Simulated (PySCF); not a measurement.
# Hartree-Fock beside MP2: AlB2ClH3

Calculated results; nothing here was measured. The program is PySCF 2.14.0, an open-source quantum chemistry code, run on an isolated molecule that a program drew, which may never have been made. The molecule is AlB2ClH3 (charge 0, doublet), drawn as the SMILES string `[AlH2][B]BCl`.

The geometry was optimised and harmonic frequencies were computed with HF and MP2, all in the cc-pV(D+d)Z basis, for the commonest isotopes, with a restricted reference for singlets and an unrestricted one otherwise, and a frozen core in MP2. Each result is a local minimum of its method.

Geometry at the HF minimum:
```xyz
7
AlB2ClH3, angstrom
Al    0.5692    0.9941   -2.5141
B    -0.2350    0.1762   -0.7544
B    -0.8701   -0.4616    0.6224
Cl    0.1458   -1.5113    1.6433
H    -0.3409    1.9230   -3.4111
H     2.0622    0.6707   -2.9124
H    -1.9899   -0.2650    0.9928
```

Lengths of the bonds as drawn, in Å (atoms numbered as above):
| bond | HF | MP2 |
|---|---|---|
| Al1-B2 | 2.101 | 2.101 |
| B2-B3 | 1.645 | 1.644 |
| B3-Cl4 | 1.782 | 1.771 |
| Al1-H5 | 1.580 | 1.579 |
| Al1-H6 | 1.579 | 1.579 |
| B3-H7 | 1.196 | 1.205 |

Rotational constants, in GHz:
| constant | HF | MP2 |
|---|---|---|
| A | 21.29 | 20.35 |
| B | 1.261 | 1.288 |
| C | 1.19 | 1.211 |

Harmonic frequencies in cm^-1, each column in rising order, so a row needn't be the same motion in every method:
```
rank    HF   MP2
   1    82    65
   2   129   142
   3   192   194
   4   283   262
   5   445   432
   6   569   546
   7   607   583
   8   782   739
   9   792   782
  10   831   814
  11   987   954
  12  1190     ?
  13  1992  1971
  14  1997  1981
  15  2739  2671
```

**Estimate the missing MP2 frequency from the HF column.**

A single factor s that minimises the squared misfit of MP2 against s times HF over the other rows is sum(HF x MP2) / sum(HF^2) = 0.9800, with an rms misfit of 15 cm^-1. For rank 12 it gives 0.9800 x 1190 = 1166 cm^-1. The calculation gives 1170 cm^-1, 4 cm^-1 above the estimate. The drawn bonds are on average as long in MP2 as in HF.
